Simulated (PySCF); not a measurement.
H8N2Si2, SMILES [SiH2]([SiH2]N)N.

The structure is a stationary point at PBE0-D3(BJ)/def2-SVP. Other conformers were not sampled.

Two levels are set side by side: PBE/def2-TZVP (PySCF) and PBE0/def2-TZVP (PySCF). Same geometry, gas phase. Differences are taken from unrounded values.

| quantity | PBE0 |
|---|---|
| orbital gap (eV) | 6.93 |
| highest occupied level (eV) | -7.12 |
| lowest empty level (eV) | -0.19 |
| dipole moment (D) | 2.02 |
| mean polarisability (bohr³) | 71.0 |

What does PBE give, and how far is it from PBE0? (Estimate from the structure and the level; the computed values follow.)


```tsv
quantity	PBE	PBE minus PBE0
orbital gap (eV)	4.73	-2.20
highest occupied level (eV)	-5.75	1.37
lowest empty level (eV)	-1.02	-0.83
dipole moment (D)	2.06	0.05
mean polarisability (bohr³)	73.9	2.9
```

Without exact exchange PBE keeps part of each electron's self-repulsion, which lifts occupied levels and narrows the gap. PBE's more diffuse valence density responds more strongly to a field. Differences between two approximate levels are no errors against the true value.

Rough cost on one machine, each run with all the roots and properties that it gave: PBE0 against PBE within a factor of 2.
